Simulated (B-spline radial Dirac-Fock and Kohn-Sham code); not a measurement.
# Photoelectron lines of Cu³⁺ at 881 eV

System: the Cu³⁺ ion in the configuration 1s2 2s2 2p6 3s2 3p6 3d8.

Input of the calculation (task.json; shells as n, l, electrons):

```json
{"items": [{
  "Z": 29,
  "q": 3,
  "cfg": [[1, 0, 2], [2, 0, 2], [2, 1, 6], [3, 0, 2], [3, 1, 6], [3, 2, 8]],
  "A": 63,
  "rrms": 3.8823,
  "do": ["binding", "quiet", "photo"],
  "hv": [29.5, 31.3, 39.7, 40.2, 43.1, 120.0, 145.0, 191.0, 282.0, 410.0, 542.0, 881.0, 930.0, 949.0, 1720.0, 1900.0, 2410.0, 3780.0, 8210.0, 11300.0, 33000.0, 119000.0, 149000.0, 150000.0]
}]}
```

Launch: `python xray_run.py task.json out`

Model: the independent-particle Dirac-Slater model, thresholds from Dirac-Fock. Program: a B-spline atomic structure program. The asymmetry parameter β is from the dipole term alone. Kinetic energies are from the vacuum level. Open shells are spread statistically over j, without multiplet splitting.

The last column is dσ/dΩ = σ/(4π) · [1 − (β/2) P₂(cos θ)] at θ = 0° from the beam of unpolarised light.

```
subshell  electrons  binding (eV)  kinetic (eV)  σ (kb)     β  dσ/dΩ (kb/sr)
      3s          2         183.0         698.0    35.4  2.00            ≈ 0
   3p1/2          2         135.7         745.3    39.6  1.61          0.618
   3p3/2          4         133.0         748.0    77.3  1.62           1.17
   3d3/2        3.2         57.31         823.7    18.5  1.15          0.626
   3d5/2        4.8         56.95         824.0    27.1  1.14          0.932
```

Branching ratios of the spin-orbit partners (statistical value in brackets): 3p 1.95 (2.00), 3d 1.47 (1.50).

Run: 2.6 s of CPU time on 1 thread of Intel(R) Xeon(R) Platinum 8375C CPU @ 2.90GHz (shared host), peak memory 0.37 GiB.
